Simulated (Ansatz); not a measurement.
`[AsH2][InH2]` + `C[SeH]` → `C[Se][InH2]` + `[AsH3]` at 298.15 K and 1 bar (cleavage of the In–As bond).

Program: Ansatz. Geometries: PBE0-D4/def2-TZVP. ΔE: electronic, gas phase. CCSD(T)/CBS is the MP2 limit (def2-TZVPP, def2-QZVPP) plus CCSD(T) − MP2 in def2-TZVPP, frozen cores. def2 core potentials past Kr. For As, In, Se outer-core shells are correlated without core-valence functions, which leaves a few kJ/mol of doubt a bond. Scalar relativity is left out up to krypton.

| species | CCSD(T)/CBS energy (Eh) | H − E (kJ/mol) | S (J/(mol·K)) |
| --- | --- | --- | --- |
| `[AsH2][InH2]` | -2427.20683 | 87.2 | 315.8 |
| `C[SeH]` | -2441.15625 | 129.5 | 267.5 |
| `C[Se][InH2]` | -2631.58862 | 150.1 | 350.1 |
| `[AsH3]` | -2236.79077 | 67.8 | 222.9 |

H − E and S are ideal-gas, rigid-rotor, harmonic terms from PBE0-D4/def2-TZVP. 1 Eh = 2625.50 kJ/mol, R = 8.31446 J/(mol·K).

By hand: ΔE, ΔH, ΔS and ΔG.

ΔE = (-2631.58862) + (-2236.79077) − (-2427.20683) − (-2441.15625) = -0.01631 Eh = -42.8 kJ/mol. Δ(H − E) = 150.1 + 67.8 − 87.2 − 129.5 = 1.2, so ΔH = -41.6 kJ/mol. ΔS = 350.1 + 222.9 − 315.8 − 267.5 = -10.3 J/(mol·K). ΔG = -41.6 − 298.15 × (-10.3)/1000 = -38.5 kJ/mol.

By hand: the equilibrium constant, and the temperature at which ΔG would vanish if ΔH and ΔS stayed fixed.

log₁₀ K = −ΔG/(RT ln 10) = 6.7. ΔG = 0 at ΔH/ΔS = 4039 K, far beyond where these terms or the molecules hold.

The number of gas molecules stays the same, so ΔS is small and ΔH decides. A doubt of 5 kJ/mol in ΔE shifts log₁₀ K by 0.9 here. Modes under 60 cm⁻¹, often nearly free rotors, make the harmonic entropy too high. These are equilibria of isolated gas molecules and say nothing of rates. Largest T1 diagnostic: 0.013 (customary marks: 0.02 for closed shells, 0.045 for open ones).
